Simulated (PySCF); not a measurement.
**Ru⁻ (ruthenium, charge -1): UHF calculation**

Configuration: [Kr] 4d7 5s2, high-spin 4F determinant. Calculation: PySCF 2.14, in def2-QZVPPD with the def2 core potential (28 electrons) (7s5p4d4f2g, 88 functions); scalar relativity through the core potential.

```json
{
 "Total energy": "-94.113988 hartree",
 "One-electron energy": "-168.3542 hartree",
 "Hartree (Coulomb) energy": "83.8131 hartree",
 "Exchange energy": "-9.5729 hartree",
 "⟨S²⟩": "3.8059",
 "⟨L²⟩": "12.065",
 "Sum of ⟨r⟩": "29.68 bohr",
 "Sum of ⟨r²⟩": "82.09 bohr²"
}
```

| shell | electrons | mean orbital energy (hartree) | spread (hartree) | rms radius, mean of both spins (bohr) |
| --- | --- | --- | --- | --- |
| 4s α | 1 | -3.37949 | 0 | 1.10 |
| 4s β | 1 | -3.19991 | 0 | 1.10 |
| 4p α | 3 | -2.09849 | 0 | 1.22 |
| 4p β | 3 | -1.86982 | 0 | 1.22 |
| 4d α | 5 | -0.22006 | 0.04042 | 1.86 |
| 4d β | 2 | -0.13005 | 0 | 1.86 |
| 5s α | 1 | -0.03417 | 0 | 4.82 |
| 5s β | 1 | 0.00513 | 0 | 4.82 |

Energies and moments cover only the electrons outside the core potential. At UHF the highest occupied level has a positive energy, so only the finite basis holds that electron.
